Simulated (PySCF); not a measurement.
C₂H₇BFP.
SMILES with atom numbers: `[CH2:1]=[CH:2][B@@H-:3]([F:4])[PH3+:5]` (hydrogens: H6, H7 on C1; H8 on C2; H9 on B3; H10, H11, H12 on P5)
Bond orders are those of one Lewis drawing.

Computed by this run: PySCF, PBE0-D3(BJ)/def2-SVP geometry optimisation, gas phase; density fitting, grid level 1; the optimiser is geomeTRIC in internal coordinates, started from a GFN2-xTB structure with every atom displaced at random (about 0.01 Å).

Step 6: E = -14853.6506 eV
```
atom  x, y, z in Å  |  force x, y, z in eV/Å
C1     -1.4330   -0.5180   -1.0567    0.132   0.009   0.054
C2     -1.3229   -0.3346    0.2636   -0.167  -0.004  -0.044
B3     -0.0941    0.1809    1.1248    0.010  -0.065   0.093
F4      0.3316   -0.6574    2.1465   -0.017   0.014  -0.019
P5      1.5563    0.3362   -0.1176    0.010   0.051  -0.043
H6     -0.5805   -0.3564   -1.7310   -0.028  -0.010  -0.073
H7     -2.3606   -0.8364   -1.5449    0.017   0.004   0.020
H8     -2.2324   -0.5304    0.8536    0.021   0.005   0.027
H9     -0.1424    1.3689    1.4506    0.017   0.006  -0.025
H10     1.5065    1.3051   -1.1494    0.010  -0.020   0.013
H11     2.1039   -0.7665   -0.8240   -0.013   0.021  -0.003
H12     2.7074    0.7774    0.5761    0.009  -0.012  -0.002
```

Step 7: E = -14853.6523 eV
```
atom  x, y, z in Å  |  force x, y, z in eV/Å
C1     -1.4132   -0.5257   -1.0521   -0.066  -0.027   0.004
C2     -1.3279   -0.3256    0.2671    0.023   0.007  -0.019
B3     -0.0916    0.1730    1.1299   -0.098   0.029   0.073
F4      0.3065   -0.6616    2.1605    0.047  -0.026   0.020
P5      1.5480    0.3316   -0.1185    0.069   0.014  -0.043
H6     -0.5589   -0.3878   -1.7299    0.007  -0.002   0.017
H7     -2.3402   -0.8384   -1.5443   -0.007  -0.002  -0.013
H8     -2.2433   -0.5022    0.8552    0.028   0.009  -0.047
H9     -0.1210    1.3667    1.4439    0.018  -0.005  -0.014
H10     1.4764    1.3227   -1.1272    0.001  -0.012   0.020
H11     2.0975   -0.7474   -0.8607   -0.021   0.020   0.003
H12     2.7075    0.7638    0.5678   -0.003  -0.005  -0.002
```

Problem. Estimate the geometry and energy of step 8. (The exact step hangs on the optimiser's Hessian estimate; all steps are aligned on step 7, rigid shifts and turns removed.)

Solution. E = -14853.6535 eV, largest force 0.064 eV/Å
```
atom  x, y, z in Å  |  force x, y, z in eV/Å
C1     -1.4170   -0.5303   -1.0532   -0.014  -0.012  -0.001
C2     -1.3279   -0.3234    0.2646    0.014  -0.002   0.011
B3     -0.0938    0.1749    1.1324   -0.057   0.016   0.025
F4      0.3098   -0.6643    2.1578    0.023  -0.007  -0.002
P5      1.5503    0.3377   -0.1181    0.039  -0.010  -0.022
H6     -0.5619   -0.3986   -1.7313    0.003   0.002   0.006
H7     -2.3453   -0.8429   -1.5433   -0.002  -0.002  -0.002
H8     -2.2437   -0.4980    0.8513    0.002   0.013  -0.019
H9     -0.1213    1.3675    1.4488    0.001  -0.008  -0.002
H10     1.4867    1.3298   -1.1252   -0.002   0.003   0.011
H11     2.0914   -0.7433   -0.8621   -0.006   0.010  -0.004
H12     2.7123    0.7598    0.5700    0.000  -0.003  -0.002
```

The energy changes by -0.0012 eV. The first-order estimate −F·Δx gives -0.0016 eV and the mean of the old and new forces, exact on a quadratic surface, -0.0011 eV. The step makes an angle of 71° with the force vector and moves no atom by more than 0.013 Å.

The cost below is that of the whole optimisation. Time: 85 s; peak memory 0.46 GiB. Hardware: Arm Neoverse N1, one thread, no GPU, shared host.
